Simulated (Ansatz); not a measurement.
Geometry optimisation, RKS PBE0-D4/def2-SVP (Ansatz).

Input:

```yaml
crystal:
  periodic: [false, false, false]
  atoms:
    - { symbol: "N", position_ang: [-1.0104, 1.1336, 0.312] }
    - { symbol: Si, position_ang: [-0.3115, -0.4483, 0.2826] }
    - { symbol: As, position_ang: [1.733, -0.3451, 1.3064] }
    - { symbol: C, position_ang: [-0.0215, -1.0029, -1.4602] }
    - { symbol: O, position_ang: [-1.0673, -1.1485, -2.1972] }
    - { symbol: H, position_ang: [-0.4449, 1.8177, -0.2714] }
    - { symbol: H, position_ang: [-1.9392, 1.1001, -0.2071] }
    - { symbol: H, position_ang: [-1.1321, -1.3742, 0.9995] }
    - { symbol: H, position_ang: [1.1987, 0.5198, 2.5444] }
    - { symbol: H, position_ang: [2.1754, 0.925, 0.5281] }
    - { symbol: H, position_ang: [0.8851, -1.2342, -1.8165] }
basis:
  gaussian: { orbitals: def2-SVP }
hamiltonian:
  xc: pbe0
  dispersion: d4
relax:
  f_tol: 0.015
  max_steps: 40
output:
  orbitals: {}
```

Launched with:

```bash
$ ansatz run input.yaml --threads 2 --pin off --max-ram 3072MiB --backend cpu --events-out ev --progress --plain --runs-dir out
```

Question: Where does it end, and by what steps?

Answer: It converged. After 32 steps the energy has fallen by 0.934 eV; O5 moved furthest, 1.27 Å. The start is strongly strained (largest force component 8 eV/Å).

```
step  energy less start (eV)  largest force component (eV/Å)  accepted
   0                  0.0000                           8.157       yes
   2                 -0.5896                           3.787       yes
   4                 -0.8441                           0.300       yes
   6                 -0.8719                           0.179       yes
   8                 -0.8830                           0.405       yes
  10                 -0.8908                           0.178       yes
  12                 -0.8954                           0.158       yes
  14                 -0.9031                           0.283       yes
  16                 -0.9198                           0.110       yes
  18                 -0.9263                           0.073       yes
  20                 -0.9299                           0.062       yes
  22                 -0.9315                           0.296        no
  24                 -0.9331                           0.204       yes
  26                 -0.9337                           0.132       yes
  28                 -0.9343                           0.042       yes
  30                 -0.9344                           0.015       yes
  32                 -0.9344                           0.009       yes
```

```xyz
11
Properties=species:S:1:pos:R:3
N -1.188 1.078 0.326
Si -0.324 -0.413 0.281
As 1.833 -0.243 1.255
C 0.024 -1.085 -1.497
O -0.096 -0.378 -2.469
H -0.743 1.909 -0.049
H -2.177 1.072 0.094
H -1.114 -1.451 1.013
H 1.301 0.679 2.347
H 2.176 0.930 0.340
H 0.374 -2.153 -1.619
```

Time of the run: 50 s on 2 threads of AMD EPYC 9R45 96-Core Processor (Zen 5) (shared host), peak memory 0.34 GiB.
